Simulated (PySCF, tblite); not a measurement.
**fluorosilane and methylamine**

A gas-phase complex of fluorosilane and methylamine; neutral, singlet. The structure comes from a short search (6 tight-binding starts) and was relaxed by PBE0-D3(BJ)/def2-SVPD; another way of binding may lie lower. No frequency run checks that it is a minimum.

```
part          name   SMILES  atoms  charge  multiplicity
   1  fluorosilane  F[SiH3]    1–5       0             1
   2   methylamine       CN   6–12       0             1
```

Coordinates in Å:
```
Si1    -0.719   -0.018   -0.147
F2      0.957    0.020   -0.149
H3     -0.991    1.349   -0.680
H4     -0.936   -1.168   -1.073
H5     -0.953   -0.250    1.309
C6     -3.562    0.109   -1.479
N7     -2.987   -0.060   -0.152
H8     -3.229   -0.717   -2.120
H9     -3.183    1.042   -1.915
H10    -4.663    0.138   -1.480
H11    -3.276   -0.942    0.266
H12    -3.293    0.676    0.480
```

Contacts between parts, classed by geometry: Si1···N7 2.268 Å (short tetrel bond, 180°).

Deforming the relaxed parts to their shape here costs 6.3 kcal/mol, which the interaction energies leave out.

Interaction energies are complex less parts, with the parts frozen as they stand in it; counterpoise-corrected, in kcal/mol (PySCF).

Task: Give the interaction energy at each level run.

Result: 
| level | interaction | superposition error removed |
| --- | --- | --- |
| wB97M-D3(BJ)/def2-TZVPD | -16.39 | -0.32 |
| PBE0-D3(BJ)/def2-TZVPD | -17.13 | -0.33 |
| RI-MP2/def2-TZVPD | -15.01 | -1.78 |

Task: What holds them together? Decompose the wB97M-D3(BJ)/def2-TZVPD energy: frozen parts, their antisymmetrised product, then relaxation.

Result: electrostatic -47.0, Pauli repulsion +60.9, orbital relaxation -27.8, dispersion correction -2.8 kcal/mol, which sum to the value before the counterpoise correction; the Pauli term holds the exchange-correlation of the frozen density too. Of the attraction, 61 % is electrostatic, 36 % is orbital relaxation, 4 % is dispersion correction.

The parts were also relaxed and run alone, at the levels used for the complex: shieldings by PBE0/pcSseg-2; core levels by delta-SCF with SCAN, pcX-2 on the ionised atom and pcseg-1 elsewhere, spin-free X2C (2p3/2 is the spin-free 2p value less a third of a first-order spin-orbit splitting).

Values alone: F2–Si1 bond (Å): 1.642; shielding of Si1 (ppm): 354.2; shielding of N7 (ppm): 244.5; shielding of F2 (ppm): 410.0; Si1 2p3/2 core level (eV): 108.52; F2 1s core level (eV): 692.44; N7 1s core level (eV): 405.10.

Task: How do these values change when the complex forms?

Result: 
```csv
property,alone,in the complex,change
F2–Si1 bond (Å),1.642,1.677,+0.034
shielding of Si1 (ppm),354.2,430.7,+76.5
shielding of N7 (ppm),244.5,209.2,-35.3
shielding of F2 (ppm),410.0,308.2,-101.8
Si1 2p3/2 core level (eV),108.52,106.94,-1.58
F2 1s core level (eV),692.44,690.39,-2.05
N7 1s core level (eV),405.10,406.55,+1.46
```
